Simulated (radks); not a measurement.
The numbers below are computed, except where a source is named.
Problem. The cerium ion Ce+, 57 electrons, occupied as [Kr] 4d10 4f1 5s1.5 5p6 5d2.5 (fractional occupations, a model configuration). Level of theory: Dirac Kohn-Sham, PBEsol, spin-unpolarised, spherical densities, point nucleus; open shells are shared between the two j in proportion to 2j + 1 (a radial shooting solver on a logarithmic mesh with Libxc functionals). Some entries of the table are withheld. Estimate them.

orbital      occ.  eigenvalue (eV)  <r^2> (bohr^2)  <1/r> (bohr^-1)
1s1/2           2        -40223.72       0.0008212            63.34
2s1/2           2        -6442.786         0.01301            14.93
2p1/2           2        -6083.772        0.009538              (1)
2p3/2           4        -5637.466         0.01080              (2)
3s1/2           2              (3)         0.08871            5.386
3p1/2           2        -1239.608         0.08359            5.300
3p3/2           4        -1151.919         0.09113            4.950
3d3/2           4        -885.9126         0.07461            4.816
3d5/2           6        -867.0760         0.07675            4.727
4s1/2           2        -285.9491          0.4585            2.234
4p1/2           2        -229.4878          0.4896            2.131
4p3/2           4        -210.5982          0.5310            2.015
4d3/2           4        -117.8713          0.6323              (4)
4d5/2           6        -114.5596          0.6489              (5)
5s1/2         1.5         -45.6588           2.578           0.8797
5p1/2           2         -30.1905           3.270           0.7765
5p3/2           4         -27.4054           3.595           0.7351
4f5/2    0.428571              (6)           1.535              (7)
4f7/2    0.571429              (8)           1.570              (9)
5d3/2           1          -7.8867           8.665             (10)
5d5/2         1.5          -7.6595           8.996             (11)

Solution. 
(1) 2p1/2 <1/r> (bohr^-1): 14.91
(2) 2p3/2 <1/r> (bohr^-1): 13.51
(3) 3s1/2 eigenvalue (eV): -1391.653
(4) 4d3/2 <1/r> (bohr^-1): 1.798
(5) 4d5/2 <1/r> (bohr^-1): 1.770
(6) 4f5/2 eigenvalue (eV): -11.0413
(7) 4f5/2 <1/r> (bohr^-1): 1.226
(8) 4f7/2 eigenvalue (eV): -10.7030
(9) 4f7/2 <1/r> (bohr^-1): 1.215
(10) 5d3/2 <1/r> (bohr^-1): 0.4804
(11) 5d5/2 <1/r> (bohr^-1): 0.4711
